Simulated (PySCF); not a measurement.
Isomers of C7H7NO.

All values: PBE0/def2-SVPD (PySCF) at GFN2-xTB geometries, gas phase, one conformer each. Core orbitals are frozen in the response; Δα² is half the sum of the squared differences of the principal polarisabilities.

Question: Rank by polarisability anisotropy Δα, lowest first.
A. `N#CC1=C[C@@H](C=CO1)C`
B. `[CH3:1][C:2](=[O:3])[c:4]1[cH:5][cH:6][cH:7][cH:8][n:9]1` with C1–C2–C4–C5 180°
C. `[CH2:1]=[CH:2][c:3]1[cH:4][n:5][cH:6][cH:7][c:8]1[OH:9]` with C1–C2–C3–C4 -33°, C7–C8–O9–H 178°
D. `[O:1]=[CH:2][NH:3][C:4]1=[CH:5][C@@H:6]2[CH:7]=[CH:8][C@H:9]12` with O1–C2–N3–C4 0°, C2–N3–C4–C5 -178°
E. `[N:1]#[C:2][CH2:3][C@@H:4]1[CH2:5][CH:6]=[CH:7][C:8]1=[O:9]` with C2–C3–C4–C5 -66°
F. `[CH3:1][C:2]#[C:3][C:4]#[C:5][C:6](=[O:7])[NH:8][CH3:9]` with C5–C6–N8–C9 179°

Answer: E (5.66 Å³), D (6.29 Å³), A (7.40 Å³), B (8.41 Å³), C (9.67 Å³), F (19.47 Å³).

Question: Rank by mean static polarisability, lowest first.
A. `[N:1]#[C:2][CH2:3][C@@H:4]1[CH2:5][CH:6]=[CH:7][C:8]1=[O:9]` with C2–C3–C4–C5 -66°
B. `[CH3:1][C:2]#[C:3][C:4]#[C:5][C:6](=[O:7])[NH:8][CH3:9]` with C5–C6–N8–C9 179°
C. `[CH2:1]=[CH:2][c:3]1[cH:4][n:5][cH:6][cH:7][c:8]1[OH:9]` with C1–C2–C3–C4 -33°, C7–C8–O9–H 178°
D. `[C@@H]1(C)C=COC(=C1)C#N`

Answer: A (12.35 Å³), D (13.00 Å³), C (13.89 Å³), B (16.49 Å³).

All values together:

```csv
SMILES,μ (D),HOMO (eV),LUMO (eV),α (Å³),Δα (Å³)
CC(=O)c1ccncc1,2.49,-7.61,-2.25,13.07,7.97
C[C@@H]1C=COC(C#N)=C1,4.99,-6.90,-1.41,13.00,7.40
C=Cc1cnccc1O,2.65,-7.03,-1.32,13.89,9.67
N#CC[C@@H]1CC=CC1=O,4.03,-7.69,-1.93,12.35,5.66
CC(=O)c1ccccn1,3.36,-7.24,-1.99,13.19,8.41
CC(=O)c1cccnc1,1.04,-7.50,-2.03,13.15,8.51
O=CNC1=C[C@@H]2C=C[C@H]12,3.40,-6.46,-0.66,12.87,6.29
CC#CC#CC(=O)NC,4.56,-7.21,-1.47,16.49,19.47
```

Conformers: `[CH3:1][C:2](=[O:3])[c:4]1[cH:5][cH:6][n:7][cH:8][cH:9]1` with C1–C2–C4–C5 180°; `[CH2:1]=[CH:2][c:3]1[cH:4][n:5][cH:6][cH:7][c:8]1[OH:9]` with C1–C2–C3–C4 -33°, C7–C8–O9–H 178°; `[N:1]#[C:2][CH2:3][C@@H:4]1[CH2:5][CH:6]=[CH:7][C:8]1=[O:9]` with C2–C3–C4–C5 -66°; `[CH3:1][C:2](=[O:3])[c:4]1[cH:5][cH:6][cH:7][cH:8][n:9]1` with C1–C2–C4–C5 180°; `[CH3:1][C:2](=[O:3])[c:4]1[cH:5][cH:6][cH:7][n:8][cH:9]1` with C1–C2–C4–C5 180°; `[O:1]=[CH:2][NH:3][C:4]1=[CH:5][C@@H:6]2[CH:7]=[CH:8][C@H:9]12` with O1–C2–N3–C4 0°, C2–N3–C4–C5 -178°; `[CH3:1][C:2]#[C:3][C:4]#[C:5][C:6](=[O:7])[NH:8][CH3:9]` with C5–C6–N8–C9 179°.
